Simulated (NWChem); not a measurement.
Molecule: SnNH₂F, singlet; SMILES [F][Sn][NH2]

```xyz
5

Sn     0.3847     0.0018     0.0000
F     -0.9265    -1.4920     0.0000
N     -1.1124     1.4000     0.0000
H     -2.0998     1.1208     0.0000
H     -1.0076     2.4188     0.0000
```
Atoms are numbered in this order, from 1.

Computed with NWChem. Low-valent species are run as closed-shell singlets; no triplet was tried in these runs. All runs use the structure optimised with PBE-D3(BJ)/def2-SVP. def2 effective core potentials on Sn; no spin-orbit coupling. B3LYP is NWChem's, with the RPA form of VWN correlation. Vertical excitations in the gas phase; the lowest state need not have the same character in each row.

```tsv
level	lowest excitation, singlet (eV)	oscillator strength of that lowest state	orbital gap (eV)
PBE/def2-SVPD, full TDDFT	?	0.061	3.53
B3LYP/def2-SVPD, full TDDFT	4.64	0.062	5.01
LDA (Slater exchange, VWN5)/def2-SVPD, full TDDFT	4.46	0.064	3.52
```

**Question.** Complete the blanks.

**Answer.** 
- PBE/def2-SVPD, full TDDFT, lowest excitation, singlet (eV): 4.41
